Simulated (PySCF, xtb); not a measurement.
Br2GaH2N, SMILES [NH2][Ga]([Br])[Br]. Other conformers were not sampled.

Harmonic wavenumbers (cm⁻¹) from GFN2-xTB run with xtb 6.7.1 at its own minimum, in rising order: 71, 88, 110, 184, 248, 271, 333, 580, 603, 1428, 3388, 3424.

Q: What does PySCF with r2SCAN-D4/def2-SVP give at its own minimum? (The exact figures need the calculation; the answer reports its results.)

A: 85, 87, 137, 183, 270, 343, 385, 721, 746, 1497, 3592, 3712. Paired by order, the mean absolute difference is 86 cm⁻¹ and the zero-point energies are 15.3 and 16.8 kcal/mol.
